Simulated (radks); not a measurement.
Results of a calculation; reference values are marked as such.
The thallium ion Tl65+, 16 electrons, occupied as [Ne] 3s2 3p4.

Level of theory: scalar-relativistic Kohn-Sham, PBEsol, spin-polarised, spherical densities, finite nucleus; open shells are filled with parallel spins first (spin-orbit coupling, left out, can overturn this in heavy ions); Fermi nuclear charge, rms radius 5.4759 fm (a radial shooting solver on a logarithmic mesh with Libxc functionals).

Energy parts (Ry):
total: -30637.5486
kinetic: 35526.2972
electron-nucleus: -68675.0777
Hartree: 2873.7238
exchange-correlation: -362.4919

Orbitals (lengths in bohr, moments of r in powers of bohr; r(max) is where P^2 peaks):
orbital  occ.  eigenvalue (Ry)       <r^4>   r(max)      <r^2>      <r>
1s up       1        -6685.047   3.756e-07  0.01004  0.0003689  0.01632
1s down     1        -6684.410   3.755e-07  0.01004  0.0003689  0.01632
2s up       1        -1502.786  0.00005188  0.05789   0.005493  0.06812
2s down     1        -1502.322  0.00005180  0.05790   0.005490  0.06811
2p up       3        -1348.948  0.00004198  0.04802   0.004627  0.06159
2p down     3        -1348.311  0.00004193  0.04804   0.004625  0.06159
3s up       1        -598.7673    0.001431   0.1568    0.03124   0.1655
3s down     1        -597.0456    0.001435   0.1568    0.03128   0.1656
3p up       3        -553.7567    0.001466   0.1547    0.03110   0.1640
3p down     1        -552.0353    0.001471   0.1548    0.03115   0.1641
3d up       0        -517.0947   0.0009740   0.1233    0.02432   0.1453
3d down     0        -515.6306   0.0009746   0.1230    0.02430   0.1452
4s up       0        -316.4115     0.01608   0.3129     0.1082   0.3100
4s down     0        -315.7783     0.01616   0.3132     0.1085   0.3104

The highest occupied level is 3p down at -7510.8 eV. For comparison, the ionisation energy in NIST's Atomic Spectra Database is 7430 eV (theoretical). In exact Kohn-Sham theory the highest level is minus the ionisation energy, but local and semilocal functionals leave it too shallow, through self-interaction and a potential that decays too fast; potentials with the right tail come closer. Summed over all electrons, <r^2> = 0.2264 bohr^2, which gives a Langevin (diamagnetic) susceptibility term of -0.179 x 10^-6 cm^3/mol. Spin moment in Bohr magnetons: 2. The electron density at the nucleus is 2.714e+06 e/bohr^3 (large components only). The spin density at the nucleus is -85.5 e/bohr^3 (1s -156.8, 2s 8.0, 3s 63.3). The density falls to 0.001 e/bohr^3 at r = 0.51 bohr.
